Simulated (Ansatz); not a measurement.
The first iterations of a band of H₅O₂Si₂ (9 atoms, charge 1, multiplicity 1).

The calculation used Ansatz 0.2.0, RHF/def2-SVP.

- movable images: 9
- climbing image: yes
- spring: 5.0 eV/Å²
- optimiser: quadratic models (default)
- start path: through a guess of the saddle point
- force threshold: 0.05 eV/Å
- iteration limit: 43
- end points: relaxed

First end point:

```xyz
9
Properties=species:S:1:pos:R:3
O -1.493 0.824 0.364
Si 0.028 1.256 -0.014
O 0.740 -0.303 -0.197
Si 0.677 -1.855 -0.159
H -2.222 1.401 0.538
H 0.768 1.898 1.071
H 0.174 1.908 -1.313
H 1.870 -2.593 -0.542
H -0.542 -2.536 0.252
```

Last end point:

```xyz
9
Properties=species:S:1:pos:R:3
O -1.209 1.600 -0.213
Si 0.796 1.273 -0.243
O 0.575 -0.523 -0.074
Si 0.752 -2.053 -0.099
H -1.715 1.776 0.575
H 0.774 1.489 1.242
H -1.638 2.002 -0.962
H 2.059 -2.652 0.141
H -0.393 -2.912 -0.367
```

| iteration | highest image above the first end (eV) | largest band force component (eV/Å) |
| --- | --- | --- |
| 1 | 5.314 | 9.810 |
| 2 | 4.567 | 4.334 |
| 3 | 4.374 | 1.967 |
| 4 | 4.059 | 0.976 |
| 5 | 3.930 | 0.968 |

Task: Does the band converge within its limit, and where does its top end?

Result: The forces met the threshold. It ended after 15 iterations with the highest image 4.276 eV above the first end. Neighbouring images differ by up to 1.7 eV, so the band resolves the path poorly. A vibrational analysis at the climbing image gives one clearly imaginary mode, 2108i cm⁻¹: a first-order saddle point. The orbitals stay closed-shell, which can raise the energy where a bond breaks towards radicals; this wasn't checked here. Limits of this set-up: the dipole of an ion depends on the origin.

The run took 4.5 min on 1 thread of Intel(R) Xeon(R) Platinum 8488C (Sapphire Rapids), on a shared host, peak memory 0.18 GiB.
